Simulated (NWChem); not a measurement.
Molecule: C$_{4}$H$_{10}$N, doublet; SMILES C[CH]NCC

```xyz
15

C     -0.2522     2.3864    -0.1435
C     -0.1552     1.0113     0.4119
N      0.5851     0.0686    -0.2884
C      0.5899    -1.3075     0.1486
C     -0.7167    -2.0610    -0.0726
H      0.7182     2.9274    -0.1493
H     -0.6123     2.3791    -1.1887
H     -0.9601     2.9946     0.4383
H     -0.1497     0.8721     1.4991
H      0.5405     0.1760    -1.2980
H      0.8448    -1.3139     1.2225
H      1.4178    -1.8286    -0.3610
H     -0.6524    -3.0915     0.3109
H     -0.9659    -2.1162    -1.1447
H     -1.5473    -1.5512     0.4388
```
Atoms are numbered in this order, from 1.

Program: NWChem. Pople sets run with spherical d functions. Spin-unrestricted. Coordinates come from a PBE0/def2-SVP, spin-unrestricted optimisation. No frequency run checked for a minimum. No stability test was run on the SCF state. Level: PBE/6-31G* with COSMO at NWChem's default radii, gas-phase geometry; rows give the dielectric constant. Reactions with the solvent are ignored.

```json
[
 {"dielectric constant": "1.5", "electrostatic solvation energy (kcal/mol)": "-1.0", "dipole in solution (D)": "1.10"},
 {"dielectric constant": "2.0", "electrostatic solvation energy (kcal/mol)": "-1.5", "dipole in solution (D)": "1.16"},
 {"dielectric constant": "7.6", "electrostatic solvation energy (kcal/mol)": "-2.7", "dipole in solution (D)": "1.31"},
 {"dielectric constant": "11.7", "electrostatic solvation energy (kcal/mol)": "-2.9", "dipole in solution (D)": "1.33"},
 {"dielectric constant": "46.7", "electrostatic solvation energy (kcal/mol)": "-3.1", "dipole in solution (D)": "1.36"}
]
```
